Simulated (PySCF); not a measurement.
## C (carbon, neutral) across methods

[He] 2s1 2p3, high-spin 5S determinant (an excited configuration). Calculation: PySCF 2.14, in aug-cc-pV5Z; the non-relativistic Hamiltonian (point nucleus).

```
   method  E (hartree)  mean ε 1s β (eV)  mean ε 2s α (eV)  mean ε 2p α (eV)  Σ⟨r²⟩ (bohr²)   ⟨S²⟩
      LDA     -37.3208           -268.43           -15.250            -6.889          14.32  6.000
BHandHLYP     -37.6761           -289.17           -20.301            -9.732          13.83  6.000
      PBE     -37.6472           -271.03           -15.478            -6.829          14.25  6.000
    TPSSh     -37.7032           -276.83           -16.847            -7.503          14.01  6.000
     PBE0     -37.6599           -279.80           -18.087            -8.447          13.97  6.000
   r2SCAN     -37.7021           -274.72           -16.667            -7.262          13.88  6.000
   PBEsol     -37.4807           -269.68           -15.339            -6.774          14.24  6.000
```

(1) Estimate the same row for UHF.

Results:

(1) E (hartree) = -37.59920; mean ε 1s β (eV) = -305.51; mean ε 2s α (eV) = -25.614; mean ε 2p α (eV) = -13.031; Σ⟨r²⟩ (bohr²) = 13.54; ⟨S²⟩ = 6.000.
